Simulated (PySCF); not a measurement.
**Electron correlation in Se²⁺ (selenium, charge +2)**

[Ar] 3d10 4s2 4p2, high-spin 3P determinant. Computed with PySCF 2.14 in x2c-TZVPPall, with the spin-free X2C one-electron Hamiltonian (Gaussian nucleus). Frozen: [Ne]; 22 electrons correlated.

| level | correlation energy (mhartree) |
| --- | --- |
| CCSD | -247.29 |
| (T) | -5.94 |
| CCSD(T) | -253.23 |

Diagnostics: T1 = 0.0048, D1 = 0.0195, largest double amplitude 0.089.

Cost of the coupled-cluster step: of the order of 5 core-seconds, for 22 correlated electrons.

Iterations:

```
CC2 = 0
CCSD nocc = (np.int64(12), np.int64(10)), nmo = (43, 43)
frozen orbitals [[0, 1, 2, 3, 4], [0, 1, 2, 3, 4]]
max_cycle = 100
direct = 0
conv_tol = 1e-08
conv_tol_normt = 1e-06
diis_space = 8
diis_start_cycle = 0
Init t2, MP2 energy = -0.247690316042033
Init E_corr(UCCSD) = -0.247690316043988
cycle = 1  E_corr(UCCSD) = -0.238577452401871  dE = 0.00911286364  norm(t1,t2) = 0.0485087
cycle = 2  E_corr(UCCSD) = -0.246866746013374  dE = -0.00828929361  norm(t1,t2) = 0.0147719
cycle = 3  E_corr(UCCSD) = -0.246461809449272  dE = 0.000404936564  norm(t1,t2) = 0.00572916
cycle = 4  E_corr(UCCSD) = -0.247321245818049  dE = -0.000859436369  norm(t1,t2) = 0.00218482
cycle = 5  E_corr(UCCSD) = -0.247292016649743  dE = 2.92291683e-05  norm(t1,t2) = 0.000349094
cycle = 6  E_corr(UCCSD) = -0.247285828484457  dE = 6.18816529e-06  norm(t1,t2) = 4.76629e-05
cycle = 7  E_corr(UCCSD) = -0.247287704986459  dE = -1.876502e-06  norm(t1,t2) = 1.37536e-05
cycle = 8  E_corr(UCCSD) = -0.247287745055278  dE = -4.00688195e-08  norm(t1,t2) = 2.32504e-06
cycle = 9  E_corr(UCCSD) = -0.247287686149806  dE = 5.89054723e-08  norm(t1,t2) = 3.51762e-07
cycle = 10  E_corr(UCCSD) = -0.247287692399083  dE = -6.24927721e-09  norm(t1,t2) = 7.71756e-08
UCCSD converged
E(UCCSD) = -2427.23352594462  E_corr = -0.2472876923990832
UCCSD(T) correction = -0.00594120447907545
```

This basis was not built for core-valence correlation, so the inner-shell part is incomplete.
